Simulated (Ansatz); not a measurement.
`OC(F)O[SiH3]`. Charge 0, multiplicity 1.

```xyz
10

O     1.243   -1.650   -1.015
C     0.457   -1.031   -0.104
F     1.188   -0.721    1.033
O    -0.052    0.137   -0.607
Si   -0.889    1.254    0.301
H     1.798   -0.980   -1.433
H    -0.321   -1.733    0.212
H    -1.852    0.547    1.185
H     0.026    2.084    1.118
H    -1.598    2.094   -0.690
```

What are the harmonic wavenumbers in cm⁻¹ at PBE0-D4/def2-TZVP (Ansatz, finite differences of forces, unscaled)? (An estimate is asked.)

Ansatz gave: 48, 125, 155, 314, 470, 519, 626, 714, 734, 844, 941, 953, 960, 1012, 1127, 1215, 1345, 1368, 1445, 2231, 2255, 2267, 3094, 3819.

Is this a minimum?

Yes, all 24 modes are real.

Give the ideal-gas thermochemistry at 298.15 K and 1 bar (rigid rotor, harmonic oscillator; point group C1, symmetry number 1).

Zero-point energy 170.9 kJ/mol; H(298) − E = 190.5 kJ/mol; entropy 338.7 J/(mol·K), of which translation 165.8, rotation 110.3, vibration 62.6; G(298) − E = 89.5 kJ/mol. Modes under 100 cm⁻¹ are hindered rotations or soft bends, so the harmonic entropy is rough.

And at 400, 500, 600, 800 and 1000 K?


| T (K) | H − E (kJ/mol) | S (J/mol/K) | G − E (kJ/mol) |
| --- | --- | --- | --- |
| 400 | 201.7 | 370.8 | 53.4 |
| 500 | 214.6 | 399.5 | 14.8 |
| 600 | 229.1 | 425.9 | -26.5 |
| 800 | 261.6 | 472.5 | -116.4 |
| 1000 | 297.6 | 512.6 | -215.0 |
